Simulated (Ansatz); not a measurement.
Cost and result for the atomization energy of CH$_{4}$AlFO (`[CH3][Al]([OH])[F]`) (8 atoms, 7 bonds).

Total charge 0; spin multiplicity 1. Geometry: relaxed with PBE0-D4/def2-TZVP. It is one conformer, not always the lowest. Program: Ansatz. All runs use 2 threads of a server CPU on a shared host. Times are those of one run each, without the atoms' runs, and a repeat can differ threefold. Electronic energies, without spin–orbit coupling; frozen cores. CCSD(T)/CBS adds CCSD(T) − MP2 in def2-TZVPP to the MP2 limit, and its time is that of the two runs behind it. T1 = 0.012. B3LYP takes the VWN-RPA correlation (the form of Gaussian; ORCA's B3LYP/G).

CCSD(T)/CBS is a level of theory with its own doubt, some kJ/mol a heavy atom from the limit and from the frozen cores, so smaller differences don't rank the functionals.

```
                             level  functions  wall time  atomization (kJ/mol)  difference from CCSD(T)/CBS  per bond
            LDA (SPW92)/def2-TZVPP        191      0.8 s                3512.4                        383.3      54.8
   PBE-D4/def2-TZVPP (with forces)        191      1.6 s                3138.9                          9.8       1.4
                PBE0-D4/def2-TZVPP        191      1.8 s                3078.0                        -51.1      -7.3
                  CCSD(T)/def2-SVP         80      1.8 s                2932.2                       -196.9     -28.1
               BHLYP-D4/def2-TZVPP        191      1.8 s                3002.4                       -126.7     -18.1
 B3LYP-D4/def2-TZVPP (with forces)        191      2.3 s                3096.2                        -32.9      -4.7
r2SCAN-D4/def2-TZVPP (with forces)        191      2.9 s                3119.5                         -9.6      -1.4
               PBE-QIDH/def2-TZVPP        191      3.1 s                3078.2                        -50.9      -7.3
                ωB97X-V/def2-TZVPP        191      4.5 s                3108.3                        -20.8      -3.0
  ωB97M-V/def2-TZVPP (with forces)        191        6 s                3116.1                        -13.0      -1.9
                    MP2/def2-QZVPP        361      9.5 s                3174.7                         45.6       6.5
                CCSD(T)/def2-TZVPP        191       35 s                3044.5                        -84.6     -12.1
                 CCSD(T)/CBS(def2)          –       45 s                3129.1                          0.0       0.0
```

From PBE to PBE0 (25 % exact exchange), in def2-TZVPP and without D4, the atomization energy moves by −59.1 kJ/mol: exact exchange takes away binding that semilocal exchange gives to molecules. The D4 term adds +17.6 kJ/mol with B3LYP and +9.2 kJ/mol with PBE0; it sums over pairs of atoms, weighted by their polarisabilities, and B3LYP, whose exchange is more repulsive, gets the larger term. At CCSD(T), def2-SVP lies −196.9 kJ/mol from the extrapolated value and def2-TZVPP −84.6 kJ/mol: correlation converges slowly with the basis, and small sets miss more of it in the bonded molecule than in its fragments.
